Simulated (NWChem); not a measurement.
System: AlSiH5O2; SMILES [SiH3][Al]([OH])[OH]

Input file for NWChem:

```
start job
memory heap 200 mb stack 900 mb global 1100 mb
geometry units angstroms noautoz
  Al    -0.002526     0.444283     0.011185
  O     -1.498736     1.253978     0.000540
  H     -1.691140     2.191749    -0.015619
  O      1.500136     1.241871     0.002112
  H      1.702737     2.177459    -0.016971
  Si    -0.004670    -1.983289     0.012094
  H      1.141516    -2.530253     0.804590
  H      0.122443    -2.514846    -1.383655
  H     -1.272197    -2.531807     0.588614
end
basis spherical
  * library def2-svpd
end
dft
  xc xpbe96 cpbe96
  iterations 150
end
tddft
  cis
  nroots 6
  notriplet
end
task tddft energy
```

Excerpt of the output:

```
             Northwest Computational Chemistry Package (NWChem) 7.3.0
             --------------------------------------------------------

 C1  symmetry detected

                             Geometry "geometry" -> ""
                             -------------------------

 Output coordinates in angstroms (scale by  1.889725989 to convert to a.u.)

  No.       Tag          Charge          X              Y              Z
 ---- ---------------- ---------- -------------- -------------- --------------
    1 Al                  13.0000    -0.00067990     0.55325210     0.00627388
    2 O                    8.0000    -1.49674640     1.36324621    -0.00135949
    3 H                    1.0000    -1.68898605     2.30109510    -0.01470943
    4 O                    8.0000     1.50212374     1.35059029    -0.00114439
    5 H                    1.0000     1.70488736     2.28619298    -0.01759874
    6 Si                  14.0000    -0.00326730    -1.87431187     0.00013180
    7 H                    1.0000     1.14316744    -2.42378387     0.79053030
    8 H                    1.0000     0.12313409    -2.40183498    -1.39721135
    9 H                    1.0000    -1.27064064    -2.42427227     0.57561453

 Effective nuclear repulsion energy (a.u.)     197.8106557761

  pbe96 is a nonlocal functional; adding pw91lda local functional.

                                 NWChem DFT Module
                                 -----------------

 Summary of "ao basis" -> "ao basis" (spherical)
 ------------------------------------------------------------------------------
       Tag                 Description            Shells   Functions and Types
 ---------------- ------------------------------  ------  ---------------------
 Al                        def2-svpd                10       24   5s3p2d
 O                         def2-svpd                 9       23   4s3p2d
 H                         def2-svpd                 4        8   2s2p
 Si                        def2-svpd                10       24   5s3p2d

            General Information
            -------------------
          SCF calculation type: DFT
          Wavefunction type:  closed shell.
          No. of atoms     :     9
          No. of electrons :    48
           Alpha electrons :    24
            Beta electrons :    24
          Charge           :     0
          Spin multiplicity:     1
          Use of symmetry is: off; symmetry adaption is: off
          Maximum number of iterations: 150
          AO basis - number of functions:   134
                     number of shells:    58
          Convergence on energy requested:  1.00D-06
          Convergence on density requested:  1.00D-05
          Convergence on gradient requested:  5.00D-04

              XC Information
              --------------
          PerdewBurkeErnzerhof Exchange Functional  1.000
            Perdew 1991 LDA Correlation Functional  1.000 local
           PerdewBurkeErnz. Correlation Functional  1.000 non-local

             Grid Information
             ----------------
          Grid used for XC integration:  medium
          Radial quadrature: Mura-Knowles
          Angular quadrature: Lebedev.
          Tag              B.-S. Rad. Rad. Pts. Rad. Cut. Ang. Pts.
          ---              ---------- --------- --------- ---------
          Al                  1.25       88          11.0       590
          O                   0.60       49          13.0       434
          H                   0.35       45          13.0       434
          Si                  1.10       88          12.0       590
          Grid pruning is: on
          Number of quadrature shells:   499
          Spatial weights used:  Erf1

      Superposition of Atomic Density Guess
      -------------------------------------

 Sum of atomic energies:        -682.41549656

      Non-variational initial energy
      ------------------------------

 Total energy =    -683.324221
 1-e energy   =   -1338.619490
 2-e energy   =     457.484613
 HOMO         =      -0.344060
 LUMO         =      -0.020118

   convergence    iter        energy       DeltaE   RMS-Dens  Diis-err
 ---------------- ----- ----------------- --------- --------- ---------
 d= 0,ls=0.0,diis     1   -684.6225398818 -8.82D+02  2.32D-02  1.22D+00
 d= 0,ls=0.0,diis     2   -684.0616830246  5.61D-01  1.32D-02  6.55D+00
 d= 0,ls=0.0,diis     3   -684.7598401351 -6.98D-01  1.49D-03  3.35D-02
 d= 0,ls=0.0,diis     4   -684.7630920043 -3.25D-03  6.64D-04  3.26D-03
 d= 0,ls=0.0,diis     5   -684.7635951643 -5.03D-04  1.65D-04  2.22D-04
  Resetting Diis
 d= 0,ls=0.0,diis     6   -684.7636292515 -3.41D-05  4.43D-05  3.84D-05
 d= 0,ls=0.0,diis     7   -684.7636322282 -2.98D-06  5.59D-05  1.00D-05
 d= 0,ls=0.0,diis     8   -684.7636272996  4.93D-06  3.81D-05  5.96D-05
 d= 0,ls=0.0,diis     9   -684.7636332568 -5.96D-06  4.59D-06  1.97D-07
 d= 0,ls=0.0,diis    10   -684.7636332879 -3.11D-08  5.34D-07  7.04D-09

         Total DFT energy =     -684.763633287884
      One electron energy =    -1342.751027032149
           Coulomb energy =      518.324604857281
    Exchange-Corr. energy =      -58.147866889095
 Nuclear repulsion energy =      197.810655776079

 Numeric. integr. density =       48.000017245311

                       DFT Final Molecular Orbital Analysis
                       ------------------------------------

 Vector   22  Occ=2.000000D+00  E=-2.767464D-01
              MO Center=  5.7D-03,  1.3D+00,  3.3D-03, r^2= 3.3D+00
   Bfn.  Coefficient  Atom+Function         Bfn.  Coefficient  Atom+Function
  ----- ------------  ---------------      ----- ------------  ---------------
    29      0.411619  2 O  px                60      0.411202  4 O  px
    59      0.254350  4 O  s                 28     -0.250518  2 O  s
    32      0.251735  2 O  px                63      0.251345  4 O  px
    61     -0.169917  4 O  py                12     -0.168743  1 Al px
    30      0.165562  2 O  py                64     -0.121181  4 O  py

 Vector   23  Occ=2.000000D+00  E=-2.755324D-01
              MO Center=  1.5D-02,  1.4D+00, -1.0D-03, r^2= 2.9D+00
   Bfn.  Coefficient  Atom+Function         Bfn.  Coefficient  Atom+Function
  ----- ------------  ---------------      ----- ------------  ---------------
    62     -0.440675  4 O  pz                31      0.437088  2 O  pz
    65     -0.303916  4 O  pz                34      0.301488  2 O  pz
    68     -0.097958  4 O  pz                37      0.097471  2 O  pz
    18      0.072208  1 Al d  1

 Vector   24  Occ=2.000000D+00  E=-2.589192D-01
              MO Center= -3.3D-03, -1.0D+00,  5.0D-03, r^2= 2.8D+00
   Bfn.  Coefficient  Atom+Function         Bfn.  Coefficient  Atom+Function
  ----- ------------  ---------------      ----- ------------  ---------------
    99      0.360676  6 Si py                96      0.304325  6 Si py
    90      0.283203  6 Si s                  3      0.252980  1 Al s
    10     -0.228188  1 Al py                 2      0.175245  1 Al s
    93     -0.172371  6 Si py                 7      0.128919  1 Al py
   119     -0.125977  8 H  s                111     -0.122757  7 H  s

[...]

                                NWChem TDDFT Module
                                -------------------

            General Information
            -------------------
           No. of orbitals :     268
            Alpha orbitals :     134
             Beta orbitals :     134
        Alpha frozen cores :       0
         Beta frozen cores :       0
     Alpha frozen virtuals :       0
      Beta frozen virtuals :       0
         Spin multiplicity :       1
    Number of AO functions :     134
        Use of symmetry is : off
      Symmetry adaption is : off
         Schwarz screening :  0.10D-07

              XC Information
              --------------
   PerdewBurkeErnzerhof Exchange Functional   1.00
     Perdew 1991 LDA Correlation Functional   1.00 local
    PerdewBurkeErnz. Correlation Functional   1.00 non-local

             TDDFT Information
             -----------------
          Calculation type : Tamm-Dancoff TDDFT
         Wavefunction type : Restricted singlets
          No. of electrons :      48
           Alpha electrons :      24
            Beta electrons :      24
              No. of roots :       6
          Max subspacesize :    5200
            Max iterations :     100
               Target root :       1
           Target symmetry : none
      Symmetry restriction : off
                 Algorithm : Optimal
        Davidson threshold :  0.10D-03

    6 smallest eigenvalue differences (eV)
--------------------------------------------------------
  No. Spin  Occ  Vir  Irrep   E(Occ)    E(Vir)   E(Diff)
--------------------------------------------------------
    1    1   24   25 a        -0.259    -0.056     5.524
    2    1   24   26 a        -0.259    -0.050     5.691
    3    1   23   25 a        -0.276    -0.056     5.976
    4    1   22   25 a        -0.277    -0.056     6.009
    5    1   23   26 a        -0.276    -0.050     6.143
    6    1   22   26 a        -0.277    -0.050     6.176
--------------------------------------------------------

  Entering Davidson iterations
  Restricted singlet excited states

  Iter   NTrls   NConv    DeltaV     DeltaE      Time
  ----  ------  ------  ---------  ---------  ---------
    1      6       0     0.19E+00   0.10+100       13.2
    2     12       0     0.61E-01   0.30E-01       13.3
    3     18       0     0.49E-01   0.12E-01       13.1
    4     24       1     0.98E-02   0.27E-02       13.5
    5     29       2     0.28E-02   0.16E-03       13.1
    6     33       3     0.12E-02   0.22E-04       11.7
    7     36       5     0.25E-03   0.26E-05       11.6
    8     37       6     0.40E-04   0.73E-07       10.7
  ----  ------  ------  ---------  ---------  ---------
  Convergence criterion met

  Ground state a        -684.763633287884 a.u.

  ----------------------------------------------------------------------------
  Root   1 singlet a              0.220862965 a.u.                6.0100 eV
  ----------------------------------------------------------------------------
     Transition Moments    X  0.00341   Y -1.11241   Z -0.10758
     Dipole Oscillator Strength                    0.1839119026
     Electric Quadrupole                           0.0000001662
     Magnetic Dipole                               0.0000000055
     Total Oscillator Strength                     0.1839120744

     Occ.   21  a   ---  Virt.   25  a        0.17557
     Occ.   21  a   ---  Virt.   26  a       -0.06530
     Occ.   24  a   ---  Virt.   25  a        0.34617
     Occ.   24  a   ---  Virt.   26  a        0.89804
     Occ.   24  a   ---  Virt.   28  a       -0.08129
     Occ.   24  a   ---  Virt.   29  a        0.11159
     Occ.   24  a   ---  Virt.   35  a       -0.05031
  ----------------------------------------------------------------------------
  Root   2 singlet a              0.222300007 a.u.                6.0491 eV
  ----------------------------------------------------------------------------
     Transition Moments    X  0.03435   Y  0.02849   Z -0.01119
     Dipole Oscillator Strength                    0.0003136852
     Electric Quadrupole                           0.0000000005
     Magnetic Dipole                               0.0000002429
     Total Oscillator Strength                     0.0003139286

     Occ.   22  a   ---  Virt.   25  a       -0.98447
     Occ.   23  a   ---  Virt.   25  a        0.15287
     Occ.   23  a   ---  Virt.   26  a        0.06736
  ----------------------------------------------------------------------------
  Root   3 singlet a              0.226632058 a.u.                6.1670 eV
  ----------------------------------------------------------------------------
     Transition Moments    X  0.02939   Y -0.10973   Z  0.25895
     Dipole Oscillator Strength                    0.0120808211
     Electric Quadrupole                           0.0000000790
     Magnetic Dipole                               0.0000006722
     Total Oscillator Strength                     0.0120815722

     Occ.   19  a   ---  Virt.   25  a        0.06150
     Occ.   21  a   ---  Virt.   26  a        0.12402
     Occ.   22  a   ---  Virt.   25  a        0.09396
     Occ.   22  a   ---  Virt.   26  a       -0.50115
     Occ.   23  a   ---  Virt.   25  a        0.57782
     Occ.   23  a   ---  Virt.   26  a        0.39180
     Occ.   24  a   ---  Virt.   25  a       -0.43139
     Occ.   24  a   ---  Virt.   26  a        0.17314
  ----------------------------------------------------------------------------
  Root   4 singlet a              0.226782799 a.u.                6.1711 eV
  ----------------------------------------------------------------------------
     Transition Moments    X -0.01400   Y -0.18908   Z  0.45354
     Dipole Oscillator Strength                    0.0365341794
     Electric Quadrupole                           0.0000001056
     Magnetic Dipole                               0.0000003747
     Total Oscillator Strength                     0.0365346597

     Occ.   18  a   ---  Virt.   25  a        0.06800
     Occ.   19  a   ---  Virt.   25  a        0.11068
     Occ.   19  a   ---  Virt.   31  a        0.05319
     Occ.   20  a   ---  Virt.   27  a       -0.07628
     Occ.   21  a   ---  Virt.   26  a        0.21715
     Occ.   22  a   ---  Virt.   25  a       -0.08821
     Occ.   22  a   ---  Virt.   26  a        0.27508
     Occ.   23  a   ---  Virt.   25  a       -0.32146
     Occ.   23  a   ---  Virt.   26  a       -0.24995
     Occ.   24  a   ---  Virt.   25  a       -0.74658
     Occ.   24  a   ---  Virt.   26  a        0.29889
  ----------------------------------------------------------------------------
  Root   5 singlet a              0.228315624 a.u.                6.2128 eV
  ----------------------------------------------------------------------------
     Transition Moments    X  0.08206   Y  0.01245   Z -0.01332
     Dipole Oscillator Strength                    0.0010756520
     Electric Quadrupole                           0.0000001276
     Magnetic Dipole                               0.0000006900
     Total Oscillator Strength                     0.0010764696

     Occ.   22  a   ---  Virt.   26  a       -0.46872
     Occ.   23  a   ---  Virt.   25  a        0.20120
     Occ.   23  a   ---  Virt.   26  a       -0.85710
  ----------------------------------------------------------------------------
  Root   6 singlet a              0.241788055 a.u.                6.5794 eV
  ----------------------------------------------------------------------------
     Transition Moments    X  0.47104   Y  0.00055   Z  0.00045
     Dipole Oscillator Strength                    0.0357644119
     Electric Quadrupole                           0.0000004363
     Magnetic Dipole                               0.0000002675
     Total Oscillator Strength                     0.0357651157

     Occ.   18  a   ---  Virt.   27  a        0.06388
     Occ.   20  a   ---  Virt.   25  a        0.14573
     Occ.   20  a   ---  Virt.   26  a        0.09804
     Occ.   22  a   ---  Virt.   25  a       -0.08929
     Occ.   22  a   ---  Virt.   26  a       -0.60472
     Occ.   22  a   ---  Virt.   28  a       -0.05131
     Occ.   22  a   ---  Virt.   29  a       -0.09515
     Occ.   22  a   ---  Virt.   35  a        0.06486
     Occ.   23  a   ---  Virt.   25  a       -0.62168
     Occ.   23  a   ---  Virt.   26  a        0.18934
     Occ.   23  a   ---  Virt.   31  a       -0.10886
     Occ.   23  a   ---  Virt.   34  a       -0.06556
     Occ.   24  a   ---  Virt.   27  a        0.32902

              Target root =      1
          Target symmetry = none
      Ground state energy =   -684.763633287884
        Excitation energy =      0.220862965164
     Excited state energy =   -684.542770322720

  stored tddft:energy   -684.54277032271978
```

Level: PBE/def2-SVPD, TDA. Geometry: optimised at PBE0/def2-SVP.
